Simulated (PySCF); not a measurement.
## Aluminium: a sound run and one with changed settings

Sound run: Al²⁺ [Ne] 3s1, Al³⁺ [Ne]. Computed with PySCF 2.14 in def2-TZVP, with no relativity, point nucleus. The sound run starts from symmetry-adapted Hartree-Fock orbitals and uses a fine grid where one is needed.

Changed run: initial guess sap, at most 50 SCF cycles.

```
species  method  sound run (hartree)  changed run (hartree)  converged
   Al²⁺     UHF           -241.02454             -241.02454        yes
   Al²⁺     LDA           -240.39477             -240.39477        yes
   Al²⁺     PBE           -241.31442             -241.31442        yes
   Al³⁺     UHF           -239.99481             -239.99481        yes
   Al³⁺     LDA           -239.33730             -239.33730        yes
   Al³⁺     PBE           -240.25697             -240.25697        yes
```

Here the plain start reaches the same solutions.
